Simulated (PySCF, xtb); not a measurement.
C2HCl2, SMILES Cl[C]=CCl, multiplicity 2.

Harmonic wavenumbers (cm⁻¹) from GFN2-xTB run with xtb at its own minimum, in rising order: 108, 325, 488, 571, 719, 743, 1121, 1722, 3108.

**Question.** What does PBE-D3(BJ)/def2-SVP (PySCF 2.14.0) give at its own minimum? (Estimate from the structure and the level; the computed values follow.)

**Answer.** 125, 353, 546, 681, 707, 780, 1164, 1656, 3141. Paired by order, the mean absolute difference is 45 cm⁻¹ and the zero-point energies are 12.7 and 13.1 kcal/mol.
